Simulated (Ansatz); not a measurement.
`[F][Ge]([F])([F])[GeH3]` and `[F][Ge]([F])([F])[Br]` differ in one atom or group.

Ansatz, PBE0-D4/def2-TZVP geometries, multiplicity 1. 

Scalar relativity is left out up to krypton.

```csv
property,`[F][Ge]([F])([F])[GeH3]`
HOMO energy (B3LYP/def2-TZVPP) / eV,-9.38
HOMO–LUMO gap (PBE0/def2-TZVPP) / eV,8.76
HOMO–LUMO gap (PBE/def2-TZVPP) / eV,6.41
LUMO energy (PBE0/def2-TZVPP) / eV,-0.84
LUMO energy (B3LYP/def2-TZVPP) / eV,-1.20
size of the dipole moment (ωB97M-V/def2-TZVPP) / D,4.17
```

(1) What does the change do to each property? (Best estimate.)

Answers

(1) Ansatz gave: 
```json
{"property": "HOMO energy (B3LYP/def2-TZVPP) / eV", "`[F][Ge]([F])([F])[Br]`": "-9.59", "shift": "-0.21"}
{"property": "HOMO–LUMO gap (PBE0/def2-TZVPP) / eV", "`[F][Ge]([F])([F])[Br]`": "7.86", "shift": "-0.90"}
{"property": "HOMO–LUMO gap (PBE/def2-TZVPP) / eV", "`[F][Ge]([F])([F])[Br]`": "5.42", "shift": "-0.99"}
{"property": "LUMO energy (PBE0/def2-TZVPP) / eV", "`[F][Ge]([F])([F])[Br]`": "-2.02", "shift": "-1.18"}
{"property": "LUMO energy (B3LYP/def2-TZVPP) / eV", "`[F][Ge]([F])([F])[Br]`": "-2.38", "shift": "-1.18"}
{"property": "size of the dipole moment (ωB97M-V/def2-TZVPP) / D", "`[F][Ge]([F])([F])[Br]`": "1.66", "shift": "-2.51"}
```

With PBE0 the HOMO falls by 0.29 eV and the LUMO falls by 1.18 eV, so the gap narrows by about 0.89 eV. PBE moves the HOMO by -0.23 eV and ωB97M-V by -0.45 eV. The zero-point energy changes by -59.0 kJ/mol with -9 modes. Dipoles are sizes alone; their direction can turn.

B3LYP here is the variant with VWN-RPA as its local correlation; programs differ in this.

Spin–orbit coupling is left out; it splits and shifts lone-pair levels of the heavy atoms by tenths of an eV.
